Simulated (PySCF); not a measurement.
**Correlation energy of Sn⁺ (tin, charge +1)**

[Kr] 4d10 5s1 5p2, high-spin 4P determinant (an excited configuration). All numbers are calculated (PySCF 2.14, a scalar-relativistic core potential, in aug-cc-pwCVDZ-PP with ECP28MDF (6s5p4d1f, 48 functions)). Frozen: 4s2 4p6 4d10; 3 electrons correlated.

| level | correlation energy (mhartree) |
| --- | --- |
| CCSD | -9.33 |
| (T) | -0.03 |
| CCSD(T) | -9.36 |
| CCSDT | -9.36 |

Diagnostics: T1 = 0.0025, D1 = 0.0048, largest double amplitude 0.040.

Cost of the coupled-cluster step: of the order of 0.5 core-seconds, for 3 correlated electrons.

Iterations:

```
CC2 = 0
CCSD nocc = (np.int64(3), np.int64(0)), nmo = (39, 39)
frozen orbitals [[0, 1, 2, 3, 4, 5, 6, 7, 8], [0, 1, 2, 3, 4, 5, 6, 7, 8]]
max_cycle = 100
direct = 0
conv_tol = 1e-08
conv_tol_normt = 1e-06
diis_space = 8
diis_start_cycle = 0
Init t2, MP2 energy = -0.0062869907266402
Init E_corr(UCCSD) = -0.00628699072771846
cycle = 1  E_corr(UCCSD) = -0.0082682010213356  dE = -0.00198121029  norm(t1,t2) = 0.0221321
cycle = 2  E_corr(UCCSD) = -0.00894216675361878  dE = -0.000673965732  norm(t1,t2) = 0.00829532
cycle = 3  E_corr(UCCSD) = -0.00933185551723  dE = -0.000389688764  norm(t1,t2) = 0.00325406
cycle = 4  E_corr(UCCSD) = -0.00932699856980144  dE = 4.85694743e-06  norm(t1,t2) = 0.000292358
cycle = 5  E_corr(UCCSD) = -0.00932779953262292  dE = -8.00962821e-07  norm(t1,t2) = 2.14961e-05
cycle = 6  E_corr(UCCSD) = -0.0093276939620405  dE = 1.05570582e-07  norm(t1,t2) = 2.99048e-06
cycle = 7  E_corr(UCCSD) = -0.00932773396098949  dE = -3.9998949e-08  norm(t1,t2) = 3.40569e-07
cycle = 8  E_corr(UCCSD) = -0.00932772977620786  dE = 4.18478163e-09  norm(t1,t2) = 6.34007e-08
UCCSD converged
E(UCCSD) = -212.937468790134  E_corr = -0.009327729776207857
UCCSD(T) correction = -2.61225188565172e-05
```
